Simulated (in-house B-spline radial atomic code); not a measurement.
**HSE06 excitations of the rhodium ion Rh³³⁺**

Method: HSE06. Computed with a B-spline radial code for spherical atoms: linear response of the closed shell [Ne] 3s2 with the functional's adiabatic kernel; non-relativistic, point nucleus, no spin-orbit coupling, no double excitations, S, P, D and F terms only.

Without relativity these are model numbers for so heavy an element.

Command:
```bash
python run_td.py task.json out
```
Settings (radii: box in bohr, nucleus in fm):
```
Z                        45
electrons                12
configuration            [Ne] 3s2
hamiltonian              nr
method                   hse06
box_radius               3.74
intervals                49
```

Run time, properties included: 0.5 s on 1 thread of Arm Neoverse N1, with other jobs on the host.

The lowest states, in the order of their Tamm-Dancoff energies; the method's threshold (minus the highest occupied level) is 1988.46 eV. Labels give the largest channel, * marks a mixed state, and oscillator strengths are full-response dipole values. Semilocal kernels can invert the small singlet-triplet splittings of Rydberg terms. Energies in eV:

```
     state  full response  Tamm-Dancoff  oscillator strength
3s → 3p 3P          60.42         61.46                    -
3s → 3p 1P          88.80         90.90                0.394
3s → 3d 3D         168.47        168.72                    -
3s → 3d 1D              ?             ?                    -
3s → 4s 3S         918.77        918.77                    -
3s → 4s 1S              ?             ?                    -
3s → 4p 3P         949.62        949.63                    -
3s → 4p 1P         951.99        952.01                0.675
3s → 4d 3D         989.67        989.68                    -
3s → 4d 1D         991.36        991.36                    -
3s → 4f 3F        1010.23       1010.27                    -
3s → 4f 1F        1015.15       1015.16                    -
3s → 5s 3S        1324.74       1324.74                    -
3s → 5s 1S        1327.01       1327.03                    -
3s → 5p 3P        1340.17       1340.17                    -
3s → 5p 1P        1340.95       1340.95                0.188
3s → 5d 3D        1359.68       1359.69                    -
3s → 5d 1D        1360.42       1360.43                    -
3s → 5f 3F        1370.72       1370.73                    -
3s → 5f 1F        1372.20       1372.20                    -
```

Question: Where does 3s → 3d 1D lie?

Answer: At 179.33 eV in full response, 179.35 eV in Tamm-Dancoff.

Question: Where does 3s → 4s 1S lie?

Answer: At 925.69 eV in full response, 925.75 eV in Tamm-Dancoff.

Question: How large is the singlet-triplet splitting of 3s → 3p (P terms) in Tamm-Dancoff?

Answer: 29.4 eV, from the unrounded values.

Question: What polarisabilities and dispersion coefficient does the method give?

Answer: Dipole 0.03822 bohr³, quadrupole 0.001727 bohr⁵, C6 0.003829 hartree·bohr⁶ for two such species.
